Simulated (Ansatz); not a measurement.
Consider the isomerisation: `C#CBCC` → `C=C1CB1C`.

Isolated molecules relaxed with PBE0-D4/def2-TZVP in Ansatz; ΔE leaves out vibrations. CCSD(T)/CBS adds triple-zeta CCSD(T) − MP2 to the extrapolated MP2 energy (def2 sets, frozen cores). Functionals use def2-TZVPP. Each species was taken in one conformer, which may not be the lowest.

CCSD(T)/CBS gives +39.4 kJ/mol.

Problem. Another level gave +7.4 kJ/mol. Which?
A. HF/def2-TZVPP
B. r2SCAN0/def2-TZVPP
C. ωB97X-V/def2-TZVPP
D. PBE0/def2-TZVPP

Solution. D. PBE0 7.4, r2SCAN0 13.3, HF/def2-TZVPP 57.8, ωB97X-V 21.9 kJ/mol.

Largest T1 diagnostic among the species: 0.012.

In def2-TZVPP, CCSD(T) changes the Hartree–Fock value by −17.9 kJ/mol (the triples alone add −1.8 kJ/mol) and MP2 by −15.5 kJ/mol. Leaving LDA and LC-ωPBE aside and taking each functional with its dispersion term where it has one, the values, not all of them listed here, spread over 33.3 kJ/mol, from PBE-D4 to B2PLYP. LDA lies −19.3 kJ/mol from PBE without D4.

CCSD(T)/CBS has its own doubt, a few kJ/mol and more with outer-core shells, so smaller differences from it don't rank the levels.
